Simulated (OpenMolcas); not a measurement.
## Pt2+: moving the ligands

Pt2+ with 4 ligands (bromide) in tetrahedral coordination (Td) at 2.51 Å. A charge of +0.5 e stands 3.2 Å behind each ligand. Ligand basis ANO-RCC-VDZP.

| Quantity | Value |
| --- | --- |
| Program | OpenMolcas |
| Method | CASSCF |
| Basis | ANO-RCC-VTZP [8s7p5d3f1g] |
| Scalar Hamiltonian | DKH2, point nucleus |
| Active space | 8 electrons in 5 orbitals (5d) |
| State averaging | 2S+1 = 3 even, 10 roots; 2S+1 = 1 even, 15 roots |
| Spin-orbit coupling | state interaction with AMFI integrals over the reference wave functions |

Runs around this geometry, states (labels of Td). Energies in cm-1 above the lowest state or level, χT in cm3 K/mol; under a threefold ground state the first gap can be a small split of the lowest multiplet, not the spin-orbit step; 10Dq and B are least-squares fits to the states below 45000 cm-1, weighted by degeneracy, with a free offset, and given where the rms deviation is under 5 % of |10Dq| (or 100 cm-1) and under 700 cm-1; 10Dq is negative for this site.

| R (Å) | Ground state | First state of that spin | 10Dq | B (rms of fit) | First gap with spin-orbit (degeneracies) | χT at 300 K | First state of another spin |
| --- | --- | --- | --- | --- | --- | --- | --- |
| 2.45 | 3T1 | 3T2 5770 |  |  | 1003 (1, 3) | 1.075 | 1E 8307 |
| 2.51 | 3T1 | 3T2 5070 |  |  | 970.7 (1, 3) | 1.178 | 1E 8883 |
| 2.62 | 3T1 | 3T2 4018 | -5039 | 706 (249) | 879.6 (1, 3) | 1.400 | 1E 9741 |

Taking the first state of the same spin as R^-n, n = -ln(4018 / 5770) / ln(2.62 / 2.45) = 5.4 between the shortest and longest distance.

An orbital triplet at a regular site is open to Jahn-Teller coupling, which can distort the site and quench the lowest spin-orbit gaps and is left out. Without dynamic correlation the repulsion within the d shell is too large (B by tens of per cent), so at a given field states of lower spin stand too high. Real 4d8 and 5d8 ions are as a rule square planar and diamagnetic. With metal d orbitals alone the field can be off either way by tens of per cent. Ligand-to-metal charge-transfer states are missing. With no ligand orbital active B as a rule stays too high, so bands that hang on it stand too high and its fall with covalency is understated. The least metal-like active orbital is 79 % on the metal (Löwdin) and no ligand orbital is active, so the numbers are rough (holds for R = 2.45). The least metal-like active orbital is 81 % on the metal (Löwdin) and no ligand orbital is active, so the numbers are rough (holds for R = 2.51). No measured value stands beside these numbers; the geometry was imposed, not optimised, and the real ion may take another.
